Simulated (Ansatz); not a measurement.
A nudged elastic band was laid between two geometries of C₂H₄F₂OSi (10 atoms, charge 0, multiplicity 1).

All numbers below come from RKS LDA/6-31G* (Ansatz).

```json
{
  "movable images": "9",
  "climbing image": "yes",
  "spring": "5.0 eV/Å²",
  "optimiser": "quadratic models (default)",
  "start path": "through a guess of the saddle point",
  "force threshold": "0.05 eV/Å",
  "iteration limit": "60",
  "end points": "relaxed"
}
```

Initial state:

```xyz
10
Properties=species:S:1:pos:R:3
O 1.707 -0.130 -1.017
C 0.644 0.037 -0.453
Si 0.064 -1.110 0.989
C -0.302 1.153 -0.860
F -1.482 0.571 -1.183
F -0.495 1.934 0.227
H -0.056 -2.483 0.401
H 1.164 -1.093 2.005
H -1.234 -0.690 1.605
H 0.072 1.760 -1.710
```

Final state:

```xyz
10
Properties=species:S:1:pos:R:3
O 0.815 -0.710 -1.670
C 0.313 -0.182 -0.698
Si 0.018 -1.145 0.950
C -0.122 1.273 -0.725
F -1.435 1.304 -0.396
F 0.576 1.915 0.242
H 1.347 -1.710 1.345
H -0.546 -0.299 2.048
H -0.922 -2.262 0.614
H 0.040 1.764 -1.707
```

Question: What changes between the two ends?

Answer: No bond is made or broken. The dihedral C4–C2–Si3–H8 goes from -126 to -3°. The two ends are copies of one structure, up to a mirror image or an exchange of like atoms.

Question: What energy profile does the band end with?

Answer: The run converged. The highest image is number 4 of 0 to 10, 0.044 eV above the ends, which have the same energy within 2 meV. A vibrational analysis at the climbing image gives one clearly imaginary mode, 104i cm⁻¹: a first-order saddle point.

```
image  path coordinate (Å)  energy (eV)  dihedral C4–C2–Si3–H8 (°)
    0                 0.00        0.000                       -126
    1                 0.62        0.001                       -106
    2                 1.24        0.010                        -86
    3                 1.85        0.030                        -69
    4                 2.47        0.044                        -50
    5                 2.82        0.035                        -47
    6                 3.16        0.023                        -42
    7                 3.51        0.010                        -35
    8                 3.85        0.003                        -24
    9                 4.20        0.001                        -14
   10                 4.54        0.000                         -3
```

Question: What is the geometry of the highest image?

Answer: 
```xyz
10
Properties=species:S:1:pos:R:3
O 0.937 -0.594 -1.674
C 0.392 -0.141 -0.688
Si 0.130 -1.153 0.943
C -0.208 1.259 -0.711
F -1.552 1.092 -0.741
F 0.112 1.888 0.442
H 0.967 -2.387 0.827
H 0.507 -0.363 2.158
H -1.324 -1.511 1.029
H 0.123 1.860 -1.583
```

Question: What are the harmonic wavenumbers there?

Answer: 104i, 45, 152, 181, 330, 403, 408, 506, 586, 664, 712, 824, 874, 881, 1115, 1129, 1149, 1294, 1325, 1778, 2181, 2204, 2223, 2992 cm⁻¹.

Run time: 4.9 min on 2 threads of Arm Neoverse V1, with other jobs on the host, peak memory 0.14 GiB.
